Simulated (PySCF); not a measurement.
PySCF input (BP86/def2-TZVPD):

```python
from pyscf import gto, scf, dft

mol = gto.M(
    atom='''
    Ga   -0.00000000   -0.00000000   -0.79294171
    Cl    0.00000000    0.00000000    1.44595253
    ''',
    basis='def2-tzvpd',
    charge=0,
    spin=0,
    verbose=4,
)

mf = dft.RKS(mol, xc='bp86').density_fit(auxbasis='def2-universal-jkfit')
mf.grids.level = 3
mf.conv_tol = 1e-9
mf.max_cycle = 100
mf.max_memory = 1500
mf.kernel()
if not mf.converged:
    mf = mf.newton()
    mf.kernel(mf.make_rdm1())
mf.analyze()
```

Output:

```
PySCF version 2.14.0

[INPUT] verbose = 4
[INPUT] num. atoms = 2
[INPUT] num. electrons = 48
[INPUT] charge = 0
[INPUT] spin (= nelec alpha-beta = 2S) = 0
[INPUT] symmetry False subgroup None
[INPUT] Mole.unit = angstrom
[INPUT] Symbol           X                Y                Z      unit          X                Y                Z       unit  Magmom
[INPUT]  1 Ga     0.000000000000   0.000000000000  -0.792941710000 AA    0.000000000000   0.000000000000  -1.498442664644 Bohr   0.0
[INPUT]  2 Cl     0.000000000000   0.000000000000   1.445952530000 AA    0.000000000000   0.000000000000   2.732454270822 Bohr   0.0

nuclear repulsion = 124.55987655533
number of shells = 34
number of NR pGTOs = 178
number of NR cGTOs = 100
basis = def2-tzvpd
ecp = {}

******** <class 'pyscf.df.df_jk.DFRKS'> ********
method = DFRKS
initial guess = minao
damping factor = 0
level_shift factor = 0
DIIS = <class 'pyscf.scf.diis.CDIIS'>
diis_start_cycle = 1
diis_space = 8
diis_damp = 0
SCF conv_tol = 1e-09
SCF conv_tol_grad = None
SCF max_cycles = 100
direct_scf = False
XC library pyscf.dft.libxc version 7.1.2
    S. Lehtola, C. Steigemann, M. J. T. Oliveira, and M. A. L. Marques,  SoftwareX 7, 1–5 (2018)
XC functionals = bp86
    A. D. Becke,  Phys. Rev. A 38, 3098 (1988)
    J. P. Perdew,  Phys. Rev. B 33, 8822 (1986)
    J. P. Perdew,  Phys. Rev. B 34, 7406–7406 (1986)
radial grids:
    Treutler-Ahlrichs [JCP 102, 346 (1995); DOI:10.1063/1.469408] (M4) radial grids

becke partition: Becke, JCP 88, 2547 (1988); DOI:10.1063/1.454033
pruning grids: <function nwchem_prune>
grids dens level: 3
symmetrized grids: False
atomic radii adjust function: <function treutler_atomic_radii_adjust>
small_rho_cutoff = 0
Set gradient conv threshold to 3.16228e-05
Initial guess from minao.
tot grids = 39784
init E= -2384.89914378271
  HOMO = -0.249637233914047  LUMO = -0.0834058685849233  gap/eV = 4.52339
cycle= 1 E= -2385.34143812679  delta_E= -0.442  |g|= 0.962  |ddm|= 1.05
  HOMO = -0.201736114068086  LUMO = -0.115218701649241  gap/eV = 2.35426
cycle= 2 E= -2384.53203732623  delta_E= 0.809  |g|= 2.14  |ddm|= 1.84
  HOMO = -0.243980979046505  LUMO = -0.0785792880657829  gap/eV = 4.50081
cycle= 3 E= -2385.39333825983  delta_E= -0.861  |g|= 0.429  |ddm|= 1.65
  HOMO = -0.240098311475744  LUMO = -0.0925804316191891  gap/eV = 4.01417
cycle= 4 E= -2385.44056024421  delta_E= -0.0472  |g|= 0.107  |ddm|= 0.471
  HOMO = -0.247684230611085  LUMO = -0.0975380360184851  gap/eV = 4.08569
cycle= 5 E= -2385.44280593241  delta_E= -0.00225  |g|= 0.03  |ddm|= 0.0723
  HOMO = -0.246434425004672  LUMO = -0.095145788177129  gap/eV = 4.11677
cycle= 6 E= -2385.44318716024  delta_E= -0.000381  |g|= 0.00252  |ddm|= 0.0388
  HOMO = -0.246418691408387  LUMO = -0.0949459748146544  gap/eV = 4.12178
cycle= 7 E= -2385.4431890048  delta_E= -1.84e-06  |g|= 0.000936  |ddm|= 0.00328
  HOMO = -0.246470744369553  LUMO = -0.0949855589593671  gap/eV = 4.12212
cycle= 8 E= -2385.44318926531  delta_E= -2.61e-07  |g|= 0.000177  |ddm|= 0.0011
  HOMO = -0.246459805831275  LUMO = -0.0949742424953166  gap/eV = 4.12213
cycle= 9 E= -2385.44318927418  delta_E= -8.87e-09  |g|= 2.11e-05  |ddm|= 0.000182
  HOMO = -0.24646015294709  LUMO = -0.0949741504941935  gap/eV = 4.12214
cycle= 10 E= -2385.44318927435  delta_E= -1.71e-10  |g|= 1.94e-06  |ddm|= 3.38e-05
  HOMO = -0.246460333799117  LUMO = -0.0949744957705683  gap/eV = 4.12214
Extra cycle  E= -2385.44318927435  delta_E= 5.46e-12  |g|= 4.22e-06  |ddm|= 6.08e-06
converged SCF energy = -2385.44318927435
**** SCF Summaries ****
Total Energy =                       -2385.443189274346878
Nuclear Repulsion Energy =             124.559876555330305
One-electron Energy =                -3567.876973496091978
Two-electron Energy =                 1057.873907666414652
Two-electron Coulomb Energy =         1161.452377765576557
DFT Exchange-Correlation Energy =     -103.578470099161862
HOMO-LUMO gap [eV] =                     4.122139615158039
**** MO energy ****
MO #1   energy= -371.078653917198  occ= 2
MO #2   energy= -100.688129817286  occ= 2
MO #3   energy= -45.3749609649332  occ= 2
MO #4   energy= -40.2172530857902  occ= 2
MO #5   energy= -40.2172530857901  occ= 2
MO #6   energy= -40.2151717063996  occ= 2
MO #7   energy= -9.15352462419497  occ= 2
MO #8   energy= -6.97107608523644  occ= 2
MO #9   energy= -6.96883263592187  occ= 2
MO #10  energy= -6.96883263592184  occ= 2
MO #11  energy= -5.288831399593    occ= 2
MO #12  energy= -3.61669629038261  occ= 2
MO #13  energy= -3.61669629038256  occ= 2
MO #14  energy= -3.61070331118264  occ= 2
MO #15  energy= -0.758703891182206 occ= 2
MO #16  energy= -0.752414420539946 occ= 2
MO #17  energy= -0.752414391817501 occ= 2
MO #18  energy= -0.748109664935147 occ= 2
MO #19  energy= -0.74810966493514  occ= 2
MO #20  energy= -0.706170426878355 occ= 2
MO #21  energy= -0.377897670421021 occ= 2
MO #22  energy= -0.278225981546964 occ= 2
MO #23  energy= -0.278225981546908 occ= 2
MO #24  energy= -0.246460333799117 occ= 2
MO #25  energy= -0.0949744957705683 occ= 0
MO #26  energy= -0.0949744957705003 occ= 0
MO #27  energy= -0.016748865045061 occ= 0
MO #28  energy= 0.00776587103076   occ= 0
MO #29  energy= 0.0525925779143716 occ= 0
MO #30  energy= 0.0546677821944994 occ= 0
MO #31  energy= 0.0546677821945343 occ= 0
MO #32  energy= 0.0628274164185835 occ= 0
MO #33  energy= 0.0628275450840948 occ= 0
MO #34  energy= 0.08190389374992   occ= 0
MO #35  energy= 0.081903893749953  occ= 0
MO #36  energy= 0.0973265236226534 occ= 0
MO #37  energy= 0.136471544051055  occ= 0
MO #38  energy= 0.186490175636075  occ= 0
MO #39  energy= 0.186490337090193  occ= 0
MO #40  energy= 0.205229211230312  occ= 0
MO #41  energy= 0.205229211230323  occ= 0
MO #42  energy= 0.207687746839246  occ= 0
MO #43  energy= 0.255647877485059  occ= 0
MO #44  energy= 0.255648141105108  occ= 0
MO #45  energy= 0.262003230761028  occ= 0
MO #46  energy= 0.262003230761029  occ= 0
MO #47  energy= 0.271715581723521  occ= 0
MO #48  energy= 0.323047467708103  occ= 0
MO #49  energy= 0.323047467708121  occ= 0
MO #50  energy= 0.378460602309526  occ= 0
MO #51  energy= 0.395393309636023  occ= 0
MO #52  energy= 0.488703074335936  occ= 0
MO #53  energy= 0.488703074335943  occ= 0
MO #54  energy= 0.546301342327079  occ= 0
MO #55  energy= 0.569377610405581  occ= 0
MO #56  energy= 0.569378242138322  occ= 0
MO #57  energy= 0.5763147894714    occ= 0
MO #58  energy= 0.576314789471436  occ= 0
MO #59  energy= 0.739926746640037  occ= 0
MO #60  energy= 0.843562150868546  occ= 0
MO #61  energy= 0.843563508124044  occ= 0
MO #62  energy= 0.864486054064223  occ= 0
MO #63  energy= 0.86448605406423   occ= 0
MO #64  energy= 0.865114727748405  occ= 0
MO #65  energy= 0.865114727748434  occ= 0
MO #66  energy= 0.889539848071884  occ= 0
MO #67  energy= 0.889540225189125  occ= 0
MO #68  energy= 0.894617148099067  occ= 0
MO #69  energy= 1.01441798376476   occ= 0
MO #70  energy= 1.05234738590476   occ= 0
MO #71  energy= 1.05234738590479   occ= 0
MO #72  energy= 1.18831588792623   occ= 0
MO #73  energy= 1.84471827609226   occ= 0
MO #74  energy= 1.84472767226902   occ= 0
MO #75  energy= 1.89874220758506   occ= 0
MO #76  energy= 1.89874220758508   occ= 0
MO #77  energy= 1.91271150358081   occ= 0
MO #78  energy= 2.02087043920247   occ= 0
MO #79  energy= 2.02087043920248   occ= 0
MO #80  energy= 2.04427873907776   occ= 0
MO #81  energy= 2.04427874454058   occ= 0
MO #82  energy= 2.14889960528659   occ= 0
MO #83  energy= 2.14889960528661   occ= 0
MO #84  energy= 2.16115633628899   occ= 0
MO #85  energy= 2.23725910358594   occ= 0
MO #86  energy= 2.23725910358596   occ= 0
MO #87  energy= 2.24679562944131   occ= 0
MO #88  energy= 2.24679916171549   occ= 0
MO #89  energy= 2.40226976224363   occ= 0
MO #90  energy= 2.40226976224367   occ= 0
MO #91  energy= 2.439250347837     occ= 0
MO #92  energy= 2.59562073553645   occ= 0
MO #93  energy= 3.08601358418932   occ= 0
MO #94  energy= 3.08601358418934   occ= 0
MO #95  energy= 3.55859106529351   occ= 0
MO #96  energy= 4.55688814918098   occ= 0
MO #97  energy= 10.5955962032728   occ= 0
MO #98  energy= 10.5955962032729   occ= 0
MO #99  energy= 10.9159712700763   occ= 0
MO #100 energy= 24.6309798091852   occ= 0
 ** Mulliken pop on meta-lowdin orthogonal AOs  **
 ** Mulliken pop  **
pop of  0 Ga 1s           1.99998
pop of  0 Ga 2s           1.99961
pop of  0 Ga 3s           1.99864
pop of  0 Ga 4s           1.91322
pop of  0 Ga 5s           0.00783
pop of  0 Ga 6s           0.00070
pop of  0 Ga 7s           0.00039
pop of  0 Ga 2px          1.99995
pop of  0 Ga 2py          1.99995
pop of  0 Ga 2pz          1.99995
pop of  0 Ga 3px          1.99985
pop of  0 Ga 3py          1.99985
pop of  0 Ga 3pz          1.99983
pop of  0 Ga 4px          0.12478
pop of  0 Ga 4py          0.12478
pop of  0 Ga 4pz          0.49958
pop of  0 Ga 5px          0.00097
pop of  0 Ga 5py          0.00097
pop of  0 Ga 5pz          0.00723
pop of  0 Ga 6px          0.00008
pop of  0 Ga 6py          0.00008
pop of  0 Ga 6pz          0.00012
pop of  0 Ga 3dxy         1.99884
pop of  0 Ga 3dyz         1.99866
pop of  0 Ga 3dz^2        1.99812
pop of  0 Ga 3dxz         1.99866
pop of  0 Ga 3dx2-y2      1.99884
pop of  0 Ga 4dxy         0.00065
pop of  0 Ga 4dyz         0.00219
pop of  0 Ga 4dz^2        0.00267
pop of  0 Ga 4dxz         0.00219
pop of  0 Ga 4dx2-y2      0.00065
pop of  0 Ga 5dxy         0.00040
pop of  0 Ga 5dyz         0.00195
pop of  0 Ga 5dz^2        0.00131
pop of  0 Ga 5dxz         0.00195
pop of  0 Ga 5dx2-y2      0.00040
pop of  0 Ga 6dxy         0.00004
pop of  0 Ga 6dyz         0.00007
pop of  0 Ga 6dz^2        0.00021
pop of  0 Ga 6dxz         0.00007
pop of  0 Ga 6dx2-y2      0.00004
pop of  0 Ga 7dxy         0.00005
pop of  0 Ga 7dyz         0.00009
pop of  0 Ga 7dz^2        0.00012
pop of  0 Ga 7dxz         0.00009
pop of  0 Ga 7dx2-y2      0.00005
pop of  0 Ga 4f-3         0.00000
pop of  0 Ga 4f-2         0.00000
pop of  0 Ga 4f-1         0.00052
pop of  0 Ga 4f+0         0.00061
pop of  0 Ga 4f+1         0.00052
pop of  0 Ga 4f+2         0.00000
pop of  0 Ga 4f+3         0.00000
pop of  1 Cl 1s           1.99999
pop of  1 Cl 2s           1.99964
pop of  1 Cl 3s           1.87576
pop of  1 Cl 4s           0.00270
pop of  1 Cl 5s           0.00163
pop of  1 Cl 6s           0.00069
pop of  1 Cl 2px          1.99989
pop of  1 Cl 2py          1.99989
pop of  1 Cl 2pz          1.99988
pop of  1 Cl 3px          1.86764
pop of  1 Cl 3py          1.86764
pop of  1 Cl 3pz          1.68015
pop of  1 Cl 4px          0.00025
pop of  1 Cl 4py          0.00025
pop of  1 Cl 4pz          0.00145
pop of  1 Cl 5px          0.00014
pop of  1 Cl 5py          0.00014
pop of  1 Cl 5pz          0.00041
pop of  1 Cl 6px          0.00041
pop of  1 Cl 6py          0.00041
pop of  1 Cl 6pz          0.00033
pop of  1 Cl 7px          0.00005
pop of  1 Cl 7py          0.00005
pop of  1 Cl 7pz          0.00003
pop of  1 Cl 3dxy         0.00001
pop of  1 Cl 3dyz         0.00213
pop of  1 Cl 3dz^2        0.00582
pop of  1 Cl 3dxz         0.00213
pop of  1 Cl 3dx2-y2      0.00001
pop of  1 Cl 4dxy         0.00001
pop of  1 Cl 4dyz         0.00024
pop of  1 Cl 4dz^2        0.00086
pop of  1 Cl 4dxz         0.00024
pop of  1 Cl 4dx2-y2      0.00001
pop of  1 Cl 5dxy         0.00000
pop of  1 Cl 5dyz         0.00000
pop of  1 Cl 5dz^2        0.00015
pop of  1 Cl 5dxz         0.00000
pop of  1 Cl 5dx2-y2      0.00000
pop of  1 Cl 4f-3         0.00000
pop of  1 Cl 4f-2         0.00000
pop of  1 Cl 4f-1         0.00012
pop of  1 Cl 4f+0         0.00036
pop of  1 Cl 4f+1         0.00012
pop of  1 Cl 4f+2         0.00000
pop of  1 Cl 4f+3         0.00000
 ** Mulliken atomic charges  **
charge of    0Ga =      0.31163
charge of    1Cl =     -0.31163
Dipole moment(X, Y, Z, Debye):  0.00000, -0.00000, -2.46407
```
